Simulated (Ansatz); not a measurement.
Geometry optimisation, Ansatz 0.2.0, RKS B3LYP/def2-TZVP.

input.yaml

```yaml
crystal:
  periodic: [false, false, false]
  atoms:
    - { symbol: Ga, position_ang: [-0.004867, 0.262866, -0.042702] }
    - { symbol: Cl, position_ang: [-0.005258, 0.451486, 2.178489] }
    - { symbol: H, position_ang: [1.417988, 0.293667, -0.663315] }
    - { symbol: H, position_ang: [-1.429321, 0.231422, -0.659916] }
    - { symbol: F, position_ang: [0.085097, -2.476789, 0.88514] }
    - { symbol: H, position_ang: [0.08236, -2.074152, 1.722004] }
basis:
  gaussian: { orbitals: def2-TZVP }
hamiltonian:
  xc: b3lyp
relax:
  f_tol: 0.03
  max_steps: 50
```

Launched with:

```bash
$ ansatz run input.yaml --threads 4 --pin off --max-ram 5120MiB --backend cpu --events-out ev --progress --plain --runs-dir out
```

Problem. Where does it end, and by what steps?

Solution. It converged. After 5 steps the energy has fallen by 0.112 eV; F5 moved furthest, 0.37 Å.

```
step  energy less start (eV)  largest force component (eV/Å)  accepted
   0                  0.0000                           0.384       yes
   1                 -0.0598                           0.237       yes
   2                 -0.1032                           0.423       yes
   3                 -0.1101                           0.218       yes
   4                 -0.1120                           0.031       yes
   5                 -0.1121                           0.022       yes
```

```xyz
6
Properties=species:S:1:pos:R:3
Ga 0.005 0.050 0.024
Cl 0.005 0.322 2.247
H 1.422 0.168 -0.599
H -1.420 0.086 -0.590
F 0.070 -2.138 0.726
H 0.064 -1.800 1.613
```

The run took 3.7 s on 4 threads of AMD EPYC 9B45 (Zen 5), with other jobs on the host, peak memory 0.3 GiB.
